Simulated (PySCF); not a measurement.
C₂H₆F₂Si, SMILES C[C@@H](F)[SiH2]F.

Coordinates come from a PBE0-D3(BJ)/def2-SVP optimisation. The structure was generated by enumeration; whether it is a known compound was not checked. The values are those of a single conformer.

Level of theory: PBE0-D3(BJ)/def2-SVP (PySCF).

Frequencies are harmonic and unscaled.

Computed vibrational spectrum:
| mode | ν (cm⁻¹) | IR (km/mol) | moving atoms (share of kinetic energy) |
|---|---|---|---|
| 1 | 71 | 1.2 | F 49 %, H 20 %, Si 17 %, C 14 % |
| 2 | 136 | 1.8 | F 59 %, C 18 %, H 14 %, Si 9 % |
| 3 | 214 | 1.9 | H 85 % |
| 4 | 279 | 1.2 | H 32 %, F 29 %, C 24 %, Si 16 % |
| 5 | 286 | 11.9 | F 35 %, H 29 %, C 21 %, Si 15 % |
| 6 | 425 | 8.9 | C 41 %, H 29 %, F 26 % |
| 7 | 577 | 41.8 | H 49 %, Si 27 %, F 12 %, C 12 % |
| 8 | 705 | 45.2 | H 47 %, C 30 %, Si 19 % |
| 9 | 750 | 3.4 | H 88 % |
| 10 | 865 | 22.7 | H 46 %, F 41 %, Si 13 % |
| 11 | 903 | 77.9 | H 45 %, C 26 %, F 22 % |
| 12 | 933 | 164.3 | H 66 %, Si 16 %, F 11 % |
| 13 | 948 | 99.5 | H 80 %, Si 13 % |
| 14 | 1004 | 77.3 | H 74 %, C 16 % |
| 15 | 1110 | 41.3 | C 65 %, H 20 %, F 15 % |
| 16 | 1147 | 21.7 | C 52 %, H 40 % |
| 17 | 1281 | 6.6 | H 60 %, C 38 % |
| 18 | 1340 | 3.4 | H 85 %, C 14 % |
| 19 | 1390 | 12.2 | H 74 %, C 26 % |
| 20 | 1450 | 7.2 | H 96 % |
| 21 | 1476 | 6.1 | H 96 % |
| 22 | 2250 | 97.3 | H 97 % |
| 23 | 2270 | 108.7 | H 96 % |
| 24 | 3052 | 18.4 | H 92 % |
| 25 | 3056 | 7.2 | H 97 % |
| 26 | 3153 | 9.0 | H 90 %, C 10 % |
| 27 | 3160 | 7.7 | H 91 %, C 9 % |
